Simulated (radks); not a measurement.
Coulomb parameter of the 4d shell of the molybdenum ion Mo+ in the model configuration [Kr] 4d4 5p1, as a second difference U = [E(n + 0.5) + E(n - 0.5) - 2 E(n)] / (0.5)^2 with all orbitals relaxed. "Bare": the charge of the atom changes with n. "Screened": the 5p shell takes up the change at fixed total charge, which measures U(4d,4d) + U(5p,5p) - 2 U(4d,5p). All-electron calculation, scalar-relativistic Kohn-Sham, PBE, spin-unpolarised, spherical densities, finite nucleus; Fermi nuclear charge, rms radius 4.4091 fm. Program: a radial shooting solver on a logarithmic mesh with Libxc functionals.

| case | configuration | E - E(n) (eV) |
|---|---|---|
| start | [Kr] 4d4 5p1 | 0.000 |
| bare +0.5 | [Kr] 4d4.5 5p1 | -5.728 |
| bare -0.5 | [Kr] 4d3.5 5p1 | 8.225 |
| screened +0.5 | [Kr] 4d4.5 5p0.5 | -3.001 |
| screened -0.5 | [Kr] 4d3.5 5p1.5 | 3.544 |

U(bare) = 9.989 eV, U(screened by 5p) = 2.173 eV, against the Slater integral F0(4d,4d) = 13.997 eV with frozen orbitals.
